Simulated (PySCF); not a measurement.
Computed shifts of a molecule C3H7NSi, PBE0/pcSseg-1 (PySCF), GIAO, gas phase, atoms alike by connectivity averaged where their shifts nearly agree, in ppm (number of nuclei): ¹⁵N: 312.2 (1). ¹³C: 126.9 (1), 18.6 (1), 8.8 (1). ²⁹Si: -65.3 (1). ¹H: 4.22 (3), 2.84 (1), 2.35 (1), 1.32 (1), 1.08 (1). References: ¹⁵N against NH3 (σ = 267.4 ppm); ¹³C against TMS (σ = 186.3 ppm); ²⁹Si against TMS (σ = 352.7 ppm); ¹H against TMS (σ = 31.56 ppm), references at their B3LYP-D3(BJ)/def2-TZVP geometries, non-relativistic. The structure is a stationary point at TPSSh-D3(BJ)/def2-SVP. One conformer was computed; it need not be the lowest.

Question: Which molecule gave these data?
(A) C1=NCC[SiH2]1
(B) N#CCC[SiH3]
(C) C1=C[SiH2]NC1
(D) C#CC[SiH2]N

Answer: B, N#CCC[SiH3]
